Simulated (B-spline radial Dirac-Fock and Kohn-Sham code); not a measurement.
How the settings move the core levels of Cs⁺

ΔSCF core binding energies without Breit or QED terms, calculated with an atomic code on a B-spline grid. Keys: rel is the Hamiltonian (dirac, or spin-free x2c and nr, where L3 and M5 stand for the whole 2p and 3d shells), method is hf or an exchange,correlation pair (spin-unpolarised, also for the hole states), nuc the nuclear model, radius_factor scales its radius, rmax is the box in bohr, h the logarithmic mesh step, order the B-spline order, points the quadrature points per cell, c_factor scales the speed of light, and damp, ndamp, maxit and tol steer the iteration. The run stops when the commutator error falls below 10·tol·max(1, Z/10), or the numerical noise floor, and the energy has settled to about 1e-8 Ha; the virial ratio is −V/T.

Base input:

```json
{"items": [{"Z": 55, "q": 1, "cfg": [[1, 0, 2], [2, 0, 2], [2, 1, 6], [3, 0, 2], [3, 1, 6], [3, 2, 10], [4, 0, 2], [4, 1, 6], [4, 2, 10], [5, 0, 2], [5, 1, 6]], "A": 133, "rrms": 4.8041, "do": "settings", "holes": ["K", "L3", "M5"],
  "settings": [{"rel": "dirac", "method": "hf", "nuc": "fermi", "radius_factor": 1.0, "rmax": 45.0, "h": 0.3, "order": 8, "points": 10, "c_factor": 1.0, "maxit": 60, "damp": 0.5, "ndamp": 3, "tol": 1e-08}]}]}
```

The ground state converged in 10 iterations, with total energy -7786.64635 Ha, virial ratio 1.93907 and highest orbital energy -22.87 eV. ΔSCF binding energies: K (1s) 36125.6 eV, L3 (2p3/2) 5034.1 eV, M5 (3d5/2) 738.1 eV.

Changes from the base run:

```tsv
changed setting	Δ total energy (Ha)	Δ K (eV)	Δ L3 (eV)	Δ M5 (eV)	iterations
order = 9	-0.00003	0.00	0.00	0.00	10
rmax = 30.0; order = 9; damp = 0.2	-0.00003	0.00	0.00	0.00	10
rel = "x2c"; method = "b88,lyp"; nuc = "gauss"	+0.32667	+0.32	+85.56	+0.43	11
rel = "x2c"	?	?	?	?	?
rmax = 30.0	0.00000	0.00	0.00	0.00	10
damp = 0.2	0.00000	0.00	0.00	0.00	10
tol = 1e-06	0.00000	0.00	0.00	0.00	9
```

Question: What does the change rel = "x2c" do?

Answer: The total energy moves by +3.63774 Ha and the binding energies by K -31.93 eV, L3 +109.85 eV, M5 +5.73 eV; the run takes 10 iterations.
